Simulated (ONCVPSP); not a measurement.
PBE ONCV dataset for Sb (Z = 51), scalar-relativistic all-electron reference.

* Element: Sb (Z = 51)
* Generator: ONCVPSP 4.0.1
* Type: optimised norm-conserving Vanderbilt (ONCV)
* Functional: PBE
* Relativity: scalar-relativistic
* Frozen core: [Ar] 3d10
* Valence charge: 23
* Reference configuration: 4s2 4p6 4d10 5s2 5p2 (charge +1)
* Partial waves: 4s+5s: rc 1.35 bohr, ncon 3, nbas 6, qcut 7.8 1/bohr, 2 projectors; 4p+5p: rc 1.30 bohr, ncon 3, nbas 6, qcut 9.6 1/bohr, 3 projectors, debl 0.7 Ha; 4d: rc 1.00 bohr, ncon 3, nbas 7, qcut 11.4 1/bohr, 1 projector
* Local potential: polynomial inside 1.00 bohr (lpopt 5, dvloc0 6 Ha)
* Core correction: none

Results:

```json
{
  "Cutoffs needed": "49 Ha and 57 Ha (the cutoffs (Ha) at which the residual kinetic energy of the hardest occupied pseudo-wave falls to 1 and 0.1 mHa per electron)",
  "Ghost test": "no bound ghost flagged; no localised positive-energy state flagged",
  "Largest excitation error": "-408 meV (all-electron minus pseudo) for 4s1 4p6 4d10 5s2 5p3, out of 4 test configurations"
}
```

Generation and tests took about 2.8 s on one core of a shared server CPU.
